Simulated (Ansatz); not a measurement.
CH4BFGe. The species carries charge 0 and has multiplicity 1. The bonds changed during the relaxation, so this is another structure than the one it started from.

```csv
atom,x (Å),y (Å),z (Å)
F1,-1.4670,1.5631,1.4777
C2,-0.7883,0.8919,0.5515
B3,0.0580,-0.2679,0.8390
Ge4,0.7669,-0.7903,-0.8834
H5,-0.9678,1.3435,-0.4247
H6,0.2723,-0.7810,1.8897
H7,0.4016,-0.0282,-2.1724
H8,1.7243,-1.9312,-1.2774
```

Task: What are the harmonic wavenumbers in cm⁻¹ at PBE0-D4/def2-TZVP (Ansatz, finite differences of forces, unscaled)? (Estimate.)

Result: The calculation gave: 60, 164, 376, 414, 458, 543, 718, 754, 868, 881, 970, 1093, 1286, 1462, 2137, 2149, 2684, 3143.

Task: Is this a minimum?

Result: Yes, all 18 modes are real.

Task: Give the ideal-gas thermochemistry at 298.15 K and 1 bar (rigid rotor, harmonic oscillator; point group Cs, symmetry number 1).

Result: Zero-point energy 120.6 kJ/mol; H(298) − E = 138.1 kJ/mol; entropy 323.6 J/(mol·K), of which translation 168.4, rotation 107.9, vibration 47.3; G(298) − E = 41.7 kJ/mol. Modes under 100 cm⁻¹ are hindered rotations or soft bends, so the harmonic entropy is rough.
